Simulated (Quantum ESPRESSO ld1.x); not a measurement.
The numbers below are computed, except where a source is named.
Q: The mean radii <r> (bohr) of the occupied orbitals of an atom or ion are listed with their occupations. Code: ld1.x of Quantum ESPRESSO 7.5. Model: Dirac Kohn-Sham, PBE, spin-unpolarised, spherical densities, point nucleus.

orbital  occ.      <r>
1s1/2       2  0.02150
2s1/2       2  0.09082
2p1/2       2  0.07577
2p3/2       4  0.08269
3s1/2       2   0.2356
3p1/2       2   0.2250
3p3/2       4   0.2374
3d3/2       4   0.2091
3d5/2       6   0.2130
4s1/2       2   0.4803
4p1/2       2   0.4791

Name the element and its charge. Open shells, if any, fill j = l - 1/2 first.

A: Z = 65, terbium, charge +33: Tb33+ in [Ar] 3d10 4s2 4p2. The 1s radius gives Z: for a bare nucleus <r> = (2 gamma + 1)/(2Z) with gamma = sqrt(1 - (Z/c)^2), 0.02124 bohr for Z = 65, and screening makes it slightly larger (0.02150 here). The occupations add up to 32, and the charge is Z minus that.
